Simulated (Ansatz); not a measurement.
`[OH][InH][Cl]` → Cl• + `[OH][InH]`• at 298.15 K and 1 bar (homolysis of the Cl–In bond).

Isolated molecules relaxed with PBE0-D4/def2-TZVP in Ansatz; ΔE leaves out vibrations. CBS: MP2 limit from def2 TZ/QZ plus the TZ coupled-cluster correction, frozen cores. This one scheme is used for every species, atoms too. Open shells (•) are unrestricted, without spin–orbit coupling. Spin–orbit coupling would lower the free atoms: a little for Cl. def2 core potentials past Kr. For In outer-core shells are correlated without core-valence functions, so the limit isn't a true one: a few kJ/mol of doubt a bond, and 10 to 20 or more in all where bonds break to atoms. Each species was taken in one conformer, which may not be the lowest.

```
        species  CCSD(T)/CBS energy (Eh)  H − E (kJ/mol)  S (J/(mol·K))
`[OH][InH][Cl]`               -726.02900            69.2          314.0
            Cl•               -459.70966             6.2          168.3
   `[OH][InH]`•               -266.16272            57.5          275.7
```

H − E and S are ideal-gas, rigid-rotor, harmonic terms from PBE0-D4/def2-TZVP, for one conformer and one mirror image of each species, with the whole ground term of open shells counted as degenerate. 1 Eh = 2625.50 kJ/mol, R = 8.31446 J/(mol·K).

Problem. By hand: ΔE, ΔH, ΔS and ΔG.

Solution. ΔE = (-459.70966) + (-266.16272) − (-726.02900) = 0.15662 Eh = 411.2 kJ/mol. Δ(H − E) = 6.2 + 57.5 − 69.2 = -5.5, so ΔH = 405.7 kJ/mol. ΔS = 168.3 + 275.7 − 314.0 = 130.0 J/(mol·K). ΔG = 405.7 − 298.15 × (130.0)/1000 = 366.9 kJ/mol.

Problem. By hand: the equilibrium constant, and the temperature at which ΔG would vanish if ΔH and ΔS stayed fixed.

Solution. log₁₀ K = −ΔG/(RT ln 10) = -64.3. ΔG = 0 at ΔH/ΔS = 3121 K, far beyond where these terms or the molecules hold.

The number of gas molecules changes by +1, which sets the sign of ΔS. A doubt of 5 kJ/mol in ΔE shifts log₁₀ K by 0.9 here. Other conformers and mirror images would add mixing entropy, several J/(mol·K) or more a flexible species. These are equilibria of isolated gas molecules and say nothing of rates. Largest T1 diagnostic: 0.021 (customary marks: 0.02 for closed shells, 0.045 for open ones).
